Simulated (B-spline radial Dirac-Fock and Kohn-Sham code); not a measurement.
Dipole and non-dipole photoemission parameters of Dy⁴⁺ 5p1/2

System: dysprosium as Dy⁴⁺, [Xe] 4f8; threshold 80.07 eV (orbital energy of the model). Calculated with a radial B-spline solver, using Dirac-Hartree-Slater photoionisation with a Latter tail; cross sections with all multipoles, angular parameters from the dipole term and its interference with E2.

The run's input, task.json:

```json
{"items": [{
  "Z": 66,
  "q": 4,
  "cfg": [[1, 0, 2], [2, 0, 2], [2, 1, 6], [3, 0, 2], [3, 1, 6], [3, 2, 10], [4, 0, 2], [4, 1, 6], [4, 2, 10], [4, 3, 8], [5, 0, 2], [5, 1, 6]],
  "A": 164,
  "rrms": 5.2218,
  "do": "xps",
  "hv": [60, 114.0, 142.0, 148.0, 153.0, 276.0, 299.0, 312.0, 314.0, 382.0, 400, 448.0, 470.0, 478.0, 502.0, 629.0, 876.0, 882.0, 1000, 1410.0, 1486.9, 1800.0, 1900.0, 2000, 2250.0, 4100.0, 9251.7, 12000, 13000.0, 15000]
}]}
```

Command: `python xray2_run.py task.json out`

```
hν (eV)  σ (kb)       β       γ       δ
    114     120   0.366   0.310  -0.023
    142    75.3  -0.043   0.097   0.005
    148    70.4  -0.074   0.062   0.010
    153    66.4  -0.087   0.031   0.015
    276    33.0   0.622   0.063   0.037
    299    30.3   0.733   0.107   0.034
    312       ?       ?       ?       ?
    314    28.8   0.798   0.136   0.032
    382    23.7   1.036   0.224   0.025
    400    22.7   1.087   0.241   0.023
    448    20.4   1.201   0.278   0.019
    470    19.5   1.244   0.289   0.017
    478    19.2   1.259   0.293   0.016
    502    18.3   1.299   0.302   0.015
    629    14.3   1.448   0.314   0.008
    876    9.41   1.595   0.249   0.002
    882    9.33   1.597   0.247   0.002
   1000    7.89   1.634   0.206   0.001
   1410    4.80   1.698   0.082  -0.002
 1486.9    4.42   1.704   0.064  -0.002
   1800    3.26   1.717   0.011  -0.002
   1900    2.98   1.719   0.000  -0.003
   2000    2.73   1.720  -0.008  -0.003
   2250    2.23   1.719  -0.020  -0.003
   4100   0.721   1.669   0.127  -0.002
 9251.7   0.121   1.506   0.873   0.020
  12000  0.0645   1.436   1.206   0.038
  13000  0.0528   1.412   1.315   0.045
  15000  0.0367   1.369   1.515   0.060
```

Task: Give the values at 312 eV.

Result: σ = 29.0 kb, β = 0.789, γ = 0.133, δ = 0.032.
